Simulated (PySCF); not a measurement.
UHF on N(2+) (nitrogen, charge +2)

Configuration: [He] 2s2 3s1, 2S determinant (an excited configuration). Calculation: PySCF 2.14, in aug-cc-pCVTZ-DK; scalar relativity by spin-free X2C-1e.

| Item | Value |
| --- | --- |
| Total energy | -51.830236 hartree |
| One-electron energy | -62.6266 hartree |
| Hartree (Coulomb) energy | 16.1094 hartree |
| Exchange energy | -5.3130 hartree |
| ⟨S²⟩ | 0.7501 |
| ⟨L²⟩ | 0.000 |
| Sum of ⟨r⟩ | 5.928 bohr |
| Sum of ⟨r²⟩ | 15.14 bohr² |
| Langevin diamagnetic susceptibility | -12.0 ×10⁻⁶ cm³/mol |

```tsv
shell	electrons	mean orbital energy (hartree)	rms radius, mean of both spins (bohr)
1s α	1	-17.74454	0.263
1s β	1	-17.72894	0.263
2s α	1	-2.43388	1.21
2s β	1	-2.40669	1.21
3s α	1	-0.71977	3.48
```

The outer electron is Rydberg-like, and this basis confines it to a smaller radius and binds it less than a complete one would.
